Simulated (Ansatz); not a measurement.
`ClB(Cl)[SeH]`. The species carries charge 0 and has multiplicity 1. The geometry is a stationary point of PBE0-D4/def2-TZVP. It is one conformer, not always the lowest.

```xyz
5

Cl   -1.349    0.468    1.147
B     0.104    0.481    0.182
Cl    1.152    1.877    0.211
Se    0.626   -0.996   -0.939
H    -0.533   -1.831   -0.601
```

(1) What is the dipole moment at PBE/def2-TZVPP? (Best estimate.)

(2) And with r2SCAN, B3LYP, ωB97M-V? (An estimate is asked.)

(3) Give the Mulliken charges with PBE, r2SCAN, B3LYP in def2-TZVPP. (An estimate is asked.)

Answers

(1) Computed: 1.02 D, with components (-0.29, -0.93, -0.29) D in this frame, pointing from negative to positive charge.

(2) Computed: r2SCAN 1.04 D, B3LYP 1.02 D, ωB97M-V 0.97 D.

(3) Computed: 
| atom | PBE | r2SCAN | B3LYP |
| --- | --- | --- | --- |
| Cl1 | -0.10 | -0.11 | -0.11 |
| B2 | 0.13 | 0.15 | 0.17 |
| Cl3 | -0.10 | -0.11 | -0.11 |
| Se4 | 0.01 | 0.01 | 0.00 |
| H5 | 0.06 | 0.06 | 0.05 |

B3LYP here is the variant with VWN-RPA as its local correlation; programs differ in this.
